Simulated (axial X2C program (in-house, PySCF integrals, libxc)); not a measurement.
**Excited states of SrI⁺ by EOM-EE-CCSD**

Computed with an in-house all-electron X2C program for linear molecules (integrals from PySCF): two-component X2C with atomic mean-field Coulomb and Gaunt terms, Gaussian nuclei, basis I dyall-acv3z, Sr dyall-acv3z with contracted cores.

R = 2.837 Å (near the PBE0 minimum at charge 1 of the determinant lowest at the starting distance; the state shown can have its own minimum elsewhere).

Hartree–Fock spinors of SrI⁺ (one of each Kramers pair; a window near the gap, which can cut inner shells):

```csv
ω,occupied,ε (eV),character
1/2,yes,-26.51,"78% I s, 8% Sr p, 8% Sr d"
1/2,yes,-14.28,"82% I p, 7% Sr d, 4% Sr s"
1/2,yes,-13.23,"82% I p, 8% Sr d, 4% Sr f"
3/2,yes,-12.86,"83% I p, 9% Sr d, 5% Sr f"
1/2,no,-4.97,"65% Sr s, 23% Sr p, 6% I p"
1/2,no,-3.35,"68% Sr p, 29% Sr d, 2% I p"
3/2,no,-3.32,"67% Sr p, 30% Sr d, 2% I p"
1/2,no,-3.13,"55% Sr d, 36% Sr p, 2% I p"
5/2,no,-2.63,"96% Sr d, 2% I d"
3/2,no,-2.63,"96% Sr d, 2% I d"
```

Vertical excitation energies from the closed-shell determinant state of SrI⁺:

| Ω | excitation (eV) | cm⁻¹ | hole of the leading pair | particle of the leading pair | weight of the pair (for Ω = 0 its time-reversed partner can hold as much again) | singles weight |
| --- | --- | --- | --- | --- | --- | --- |
| 2 | 3.264 | 26324 | 83% I pπ, 9% Sr dπ | 67% Sr sσ, 11% Sr dσ, 8% I pσ | 0.93 | 0.94 |
| 1 | 3.291 | 26546 | 83% I pπ, 9% Sr dπ | 67% Sr sσ, 11% Sr dσ, 8% I pσ | 0.93 | 0.93 |
| 0⁻ | 3.532 | 28484 | 47% I pπ, 34% I pσ | 67% Sr sσ, 10% Sr dσ, 8% I pσ | 0.47 | 0.94 |
| 1 | 3.550 | 28636 | 46% I pπ, 35% I pσ | 67% Sr sσ, 10% Sr dσ, 8% I pσ | 0.93 | 0.94 |
| 0⁺ | 3.624 | 29228 | 58% I pπ, 24% I pσ | 66% Sr sσ, 12% Sr dσ, 8% I pσ | 0.47 | 0.94 |
| 0⁻ | 4.390 | 35404 | 45% I pσ, 38% I pπ | 67% Sr sσ, 10% Sr dσ, 8% I pσ | 0.46 | 0.94 |
| 1 | 4.402 | 35505 | 44% I pσ, 39% I pπ | 67% Sr sσ, 10% Sr dσ, 8% I pσ | 0.91 | 0.93 |
| 0⁺ | 4.529 | 36529 | 55% I pσ, 27% I pπ | 66% Sr sσ, 12% Sr dσ, 8% I pσ | 0.46 | 0.93 |
| 0⁻ | 5.023 | 40513 | 83% I pπ, 9% Sr dπ | 72% Sr dπ, 15% I dπ | 0.37 | 0.94 |
| 1 | 5.037 | 40626 | 83% I pπ, 9% Sr dπ | 73% Sr dπ, 15% I dπ | 0.74 | 0.94 |

This point took 74 s on 1 thread of Arm Neoverse V1 (shared host).

Reference electrons by ω block (each with its −ω partner): 1/2: 29, 3/2: 13, 5/2: 3. 16 electrons of SrI⁺ correlated (inner shells frozen), 88 natural virtual spinors (a truncated set); levels can be off by some tenths of an eV. Roots sought by Ω: (0: 5, 1: 4, 2: 3, 3: 1); rows need 60 % singles weight and stop where some Ω has no more roots. Missing are any skipped roots, higher Ω and states of a further excitation; these come out far too high here and may in truth be low or lowest. T1 of the reference 0.013 (Lee–Taylor). Number of frozen shells: I 4 s, 3 p, 2 d; Sr 3 s, 2 p, 1 d.
